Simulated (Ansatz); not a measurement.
Species: sum formula GaBrF2, net charge 0, singlet state. 
Structure (B3LYP-D3(BJ)/def2-TZVP (Ansatz, a program for electronic structure) minimum search):
SMILES: [F][Ga]([F])[Br]
```xyz
4

F     -1.4403     1.6954     0.0432
Ga    -0.7327     0.1047     0.0092
F     -1.8582    -1.2238    -0.0016
Br     1.4972    -0.2140    -0.0189
```

Wanted: vertical electron affinity (to the doublet state of charge -1; a negative value means that the extra electron is unbound and the number depends on the basis; each state is the SCF solution reached for its spin), in eV. Cores are frozen in the correlated levels unless marked. Open shells are spin-unrestricted. Spin-orbit coupling is left out. Frozen are the shells of the preceding noble gas and the d and f shells that filled before the atom's block. Non-relativistic. Anions need diffuse functions: aug- sets have them; def2-D sets add few. CBS(X,Y): correlation extrapolated as X^-3; Hartree-Fock from the larger set.

```
level                                 program  vertical electron affinity (eV)
------------------------------------  -------  -------------------------------
HF/aug-cc-pVQZ                         Ansatz                            -0.17
PBE/def2-TZVPD                         Ansatz                             0.84
MP2/aug-cc-pVQZ                        Ansatz                             0.41
CCSD/aug-cc-pVQZ                       Ansatz                             0.39
CCSD(T)/aug-cc-pVDZ                    Ansatz                             0.39
CCSD(T)/aug-cc-pVTZ                    Ansatz                             0.45
CCSD(T)/CBS(aug-cc-pVTZ,aug-cc-pVQZ)   Ansatz                             0.49
```
